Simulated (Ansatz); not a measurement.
Basis-set extrapolation for C2H3ClFNOSi (`C[Si](F)(Cl)N=C=O`) (PBE0-D4/def2-TZVP geometry, frozen core, the Gaussian-basis code of Ansatz). Multiplicity 1, RHF reference.

```csv
,def2-TZVPP,def2-QZVPP
HF,-1055.029519,-1055.065335
MP2 correlation,-1.284998,-1.391297
CCSD(T) correlation,-1.366909,not run
```

Energies in hartree. Use E(X) = E(∞) + A·exp(−7.88·√X) for Hartree–Fock and E(X) = E(∞) + B·X^(−2.97) for correlation, with X = 3 and 4, and add CCSD(T) minus MP2 of the smaller set to the MP2 limit.

**Question.** What is the CCSD(T) energy at the basis-set limit?

**Answer.** HF limit: -1055.065335 + (-0.035816) × 0.13774 = -1055.07027. MP2 limit: -1.391297 + (-0.106299) × 0.74074 = -1.47004. Higher-order term: -1.366909 − (-1.284998) = -0.08191. Total: -1056.62222 hartree, 6.14 eV below CCSD(T)/def2-TZVPP.
